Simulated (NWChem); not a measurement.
C$_{2}$H$_{3}$AlCl$_{2}$; SMILES [CH](=C)[Al]([Cl])[Cl]

```xyz
8

Al    -0.1319     0.1084     0.0000
Cl    -0.5380     2.1643     0.0000
Cl     1.8802    -0.4896     0.0000
C     -1.5206    -1.2238     0.0000
C     -1.2280    -2.5340     0.0000
H     -2.5811    -0.9379     0.0000
H     -2.0052    -3.3088     0.0000
H     -0.1938    -2.8993     0.0000
```
Atoms are numbered in this order, from 1.

Level: PBE0/def2-SVP (NWChem), optimised geometry, unscaled harmonic frequencies. 

| frequency (cm⁻¹) | IR intensity (km/mol) |
|---|---|
| 77 | 0.6 |
| 98 | 1.2 |
| 150 | 9.9 |
| 206 | 18.6 |
| 288 | 4.7 |
| 434 | 19.8 |
| 470 | 51.0 |
| 617 | 171.7 |
| 700 | 123.8 |
| 993 | 12.0 |
| 1019 | 25.8 |
| 1054 | 14.8 |
| 1262 | 1.9 |
| 1418 | 24.5 |
| 1661 | 21.7 |
| 3130 | 12.7 |
| 3160 | 2.3 |
| 3225 | 4.0 |

```
Item                                                                               Result
-----------------------------------------------------------------------  ----------------
zero-point energy                                                           28.5 kcal/mol
thermal correction to the enthalpy at 298.15 K (with zero-point energy)     33.4 kcal/mol
heat capacity Cv                                                         21.2 cal/(mol K)
entropy at 298.15 K and 1 atm (symmetry number 1)                        85.2 cal/(mol K)
dipole moment                                                                      2.24 D
```

Rigid rotor and harmonic oscillator; modes under 100 cm⁻¹ make the entropy uncertain.
